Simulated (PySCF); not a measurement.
# Se+: ionisation energy

Se+ [Ar] 3d10 4s2 4p3 (4S) → Se(2+) [Ar] 3d10 4s2 4p2 (3P), as a difference of total energies. Computed with PySCF 2.14 in Sapporo-DKH3-DZP-2012, with scalar relativity by spin-free X2C-1e. Correlated levels: valence: [Ar] 3d10 frozen. The calculations carry no spin-orbit coupling.

```json
{"method": "UHF", "ionisation energy (eV)": "20.894", "difference from reference (eV)": "-0.302"}
{"method": "r2SCAN", "ionisation energy (eV)": "21.637", "difference from reference (eV)": "+0.441"}
{"method": "LDA", "ionisation energy (eV)": "21.519", "difference from reference (eV)": "+0.323"}
{"method": "MP2 (valence)", "ionisation energy (eV)": "21.280", "difference from reference (eV)": "+0.084"}
{"method": "SCS-MP2 (valence)", "ionisation energy (eV)": "21.154", "difference from reference (eV)": "-0.042"}
{"method": "CCSD (valence)", "ionisation energy (eV)": "21.236", "difference from reference (eV)": "+0.040"}
{"method": "CCSD(T) (valence)", "ionisation energy (eV)": "21.241", "difference from reference (eV)": "+0.045"}
```

Reference: 21.196 ± 0.01 eV (measured; NIST Atomic Spectra Database, ionization energies).

The reference lies between the lowest fine-structure levels, while these numbers refer to the centres of the terms.

Errors of the correlated levels include the incompleteness of this basis and the frozen core.
